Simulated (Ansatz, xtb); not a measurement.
# A geometry optimisation of Cl2H2Si2 with r2SCAN-D4/def2-SVP

The starting geometry of this gas-phase singlet has its atoms placed at random.

```yaml
atoms:
  - { symbol: Cl, position_ang: [0.1039, 1.0931, 0.4094] }
  - { symbol: Cl, position_ang: [0.1085, -1.6011, 0.0585] }
  - { symbol: Si, position_ang: [-1.1697, -0.0049, -1.4992] }
  - { symbol: Si, position_ang: [1.3985, 0.3391, -0.8698] }
  - { symbol: H, position_ang: [0.4744, -0.4591, 0.1665] }
  - { symbol: H, position_ang: [-0.2767, -0.7549, 1.0260] }
```

Q: Guess where an optimisation with r2SCAN-D4/def2-SVP ends from this start.

A: It loosens into ClHSi2 + ClH, which stay close as a complex. Distances that change by over a tenth: Cl1–Si4 (1.97 → 2.37 Å), Cl2–Si3 (2.57 → 3.93 Å), Cl2–Si4 (2.51 → 4.42 Å). Contacts that open: Cl1–H5 (1.61 → 2.63 Å), Cl2–H5 (1.20 → 3.14 Å). Contacts that close: Cl1–Si3 (2.54 → 2.36 Å), Si3–Si4 (2.67 → 2.30 Å), Si3–H5 (2.38 → 1.72 Å).

The energy falls by 10.72 eV over 17 steps:

```csv
step,E − E(last) (eV)
1,10.720
3,4.274
5,1.244
6,0.708
8,0.172
10,0.059
12,0.018
13,0.003
15,0.000
17,0.000
```

Final geometry (Å):

```xyz
6

Cl   -0.2444    1.2460    0.4981
Cl   -0.3993   -2.3147    1.2308
Si   -0.6066    0.3390   -1.6545
Si    1.5233    0.9478   -1.0538
H     0.7529   -0.5746   -1.1156
H    -0.3871   -1.0313    1.3865
```

From the same start GFN2-xTB ends elsewhere, in pieces: ClHSi2 + ClH.

From so rough a start the end depends on the optimiser's path, so another program may land elsewhere. The end wasn't checked by frequencies. Run with Ansatz 0.2.0, 17 s on 2 threads of Intel(R) Xeon(R) 6975P-C (Granite Rapids) (shared host).
